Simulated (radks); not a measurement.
The numbers below are computed, except where a source is named.
Sm+, 61 electrons, occupied as [Xe] 4f6 6s1 (the NIST ground configuration). Level of theory: Dirac Kohn-Sham, Slater X-alpha with alpha = 0.686, spin-unpolarised, spherical densities, finite nucleus; open shells fill j = l - 1/2 first; Fermi nuclear charge, rms radius 5.0819 fm (a radial shooting solver on a logarithmic mesh with Libxc functionals).

Unscreened Slater integrals over Kohn-Sham orbitals (eV). Large and small components are both included. Empty in this configuration: 4f7/2.

\begin{tabular}{lr}
integral & value \\ \hline
F0(4f5/2,4f5/2) & 25.866 \\
F2(4f5/2,4f5/2) & 11.796 \\
F4(4f5/2,4f5/2) & 7.3097 \\
F0(4f5/2,6s1/2) & 8.0704 \\
G3(4f5/2,6s1/2) & 0.35692 \\
F0(4f5/2,5p3/2) & 17.111 \\
F2(4f5/2,5p3/2) & 6.0688 \\
G2(4f5/2,5p3/2) & 3.4971 \\
G4(4f5/2,5p3/2) & 2.6156 \\
F0(4f5/2,5p1/2) & 17.930 \\
G2(4f5/2,5p1/2) & 3.9697 \\
F0(4f5/2,4f7/2) & 25.644 \\
F2(4f5/2,4f7/2) & 11.677 \\
F4(4f5/2,4f7/2) & 7.2330 \\
G2(4f5/2,4f7/2) & 11.656 \\
G4(4f5/2,4f7/2) & 7.2205 \\
G6(4f5/2,4f7/2) & 5.1694 \\
F0(6s1/2,6s1/2) & 6.2315 \\
F0(6s1/2,5p3/2) & 7.7247 \\
G1(6s1/2,5p3/2) & 0.65132 \\
F0(6s1/2,5p1/2) & 7.7749 \\
G1(6s1/2,5p1/2) & 0.54418 \\
F0(6s1/2,4f7/2) & 8.0596 \\
G3(6s1/2,4f7/2) & 0.37078 \\
F0(5p3/2,5p3/2) & 14.492 \\
F2(5p3/2,5p3/2) & 7.7599 \\
F0(5p3/2,5p1/2) & 14.913 \\
G2(5p3/2,5p1/2) & 7.9143 \\
F0(5p3/2,4f7/2) & 17.038 \\
F2(5p3/2,4f7/2) & 6.0983 \\
G2(5p3/2,4f7/2) & 3.5650 \\
G4(5p3/2,4f7/2) & 2.6570 \\
F0(5p1/2,5p1/2) & 15.383 \\
F0(5p1/2,4f7/2) & 17.847 \\
G4(5p1/2,4f7/2) & 2.9863 \\
F0(4f7/2,4f7/2) & 25.426 \\
F2(4f7/2,4f7/2) & 11.561 \\
F4(4f7/2,4f7/2) & 7.1587 \\
F6(4f7/2,4f7/2) & 5.1242 \\
\end{tabular}
